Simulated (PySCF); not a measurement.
Computed IR spectrum (relative IR intensity) of a molecule C3H5FOSi. Geometry: PBE0-D3(BJ)/def2-SVP. The values are those of a single conformer. Method: PBE0-D3(BJ)/def2-SVP (PySCF). Frequencies are harmonic and unscaled.

ν (cm⁻¹): 60 (vw), 148 (w), 196 (m), 307 (w), 337 (w), 394 (m), 605 (m), 712 (w), 718 (m), 742 (w), 759 (w), 811 (s), 832 (w), 886 (vs), 927 (m), 1103 (m), 1238 (vw), 1454 (vw), 2166 (m), 2253 (s), 3053 (w), 3117 (w), 3472 (m), 3936 (m) (against the strongest line: vs over 80 %, s over 45 %, m over 15 %, w over 4 %, vw less)

Question: Identify the compound among the candidates.
A) C#C[Si@H](O)CF
B) C#C[Si@H](F)CO
C) F[SiH2]C1=COC1
D) F/C=C1\OC[SiH2]1

Answer: A, C#C[Si@H](O)CF
